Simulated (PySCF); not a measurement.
Se(F)4 anion (F4Se), SMILES F[Se](F)(F)F (connectivity only; charge and spin as stated), charge -1, multiplicity 2.

Geometry optimised at B3LYP-D3(BJ)/def2-SVPD. The multiplicity is an assumed one; other spin states were not compared. The isomer is the one that the SMILES or the coordinates give; other isomers of the formula were not compared.

Level of theory: B3LYP-D3(BJ)/def2-SVPD (PySCF 2.14.0).

Frequencies are harmonic and unscaled.

| mode | ν (cm⁻¹) | IR (km/mol) | moving atoms (share of kinetic energy) |
|---|---|---|---|
| 1 | 72 | 39.0 | F 100 % |
| 2 | 177 | 0.0 | F 100 % |
| 3 | 185 | 4.3 | F 91 %, Se 9 % |
| 4 | 255 | 90.1 | F 61 %, Se 39 % |
| 5 | 278 | 0.0 | F 94 % |
| 6 | 340 | 6.4 | F 87 %, Se 13 % |
| 7 | 452 | 30.6 | F 96 % |
| 8 | 488 | 409.2 | F 63 %, Se 37 % |
| 9 | 553 | 88.6 | F 76 %, Se 24 % |
